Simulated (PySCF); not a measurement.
## Computed properties of InH2F, SMILES [F][InH2]

InH2F, SMILES [F][InH2]. The structure is a stationary point at r2SCAN-D4/def2-TZVP. The def2 effective core potentials stand for the cores of In; spin–orbit coupling is left out. Other conformers were not sampled. All values are computed for the isolated molecule unless a solvent is named; none is compared with measurement here.

**Structure.** The optimised structure has C2v symmetry. All 6 harmonic modes at r2SCAN-D4/def2-TZVP (PySCF) are real, so it is a minimum.

**Vibrations.** The strongest infrared lines (harmonic, unscaled, degenerate partners summed) lie at 1887 cm⁻¹ (237 km/mol, H 99 %), 540 cm⁻¹ (194 km/mol, H 56 %, F 33 %, In 11 %), 565 cm⁻¹ (108 km/mol, H 96 %). The softest mode is at 408 cm⁻¹ and the zero-point energy is 8.4 kcal/mol.

**Electronic structure.** r2SCAN/def2-TZVPD (PySCF) places the frontier levels at -7.69 and -2.26 eV, a gap of 5.43 eV, and gives a dipole moment of 3.10 D and a mean polarisability of 37.5 bohr³.

**Excitations.** TDDFT-ωB97X/def2-TZVPD (PySCF) has S1 at 5.66 eV (219 nm, f = 0.000, dark); the most intense of the 10 singlets computed lies at 8.29 eV (f = 0.57). T1 (TDA) is at 5.41 eV. No vertical singlet excitation falls in the visible range (under 3.1 eV).
